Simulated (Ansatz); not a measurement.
Ansatz results at the PBE0-D4/def2-TZVP geometry: HOMO–LUMO gap (PBE/def2-TZVPP) 6.89 eV; LUMO energy (PBE/def2-TZVPP) -0.10 eV; HOMO energy (PBE/def2-TZVPP) -6.99 eV.

Each molecule was computed in one conformer, which needn't be the lowest.

Task: Which molecule gave them?
A. `OBSCO`
B. `COC(C)(O)F`
C. `O[SiH2]OBF`
D. `CCC(O)(O)F`

Result: D. The others give `COC(C)(O)F`: 6.80, 0.28, -6.52; `O[SiH2]OBF`: 6.91, -0.89, -7.79; `OBSCO`: 5.17, -1.02, -6.18.
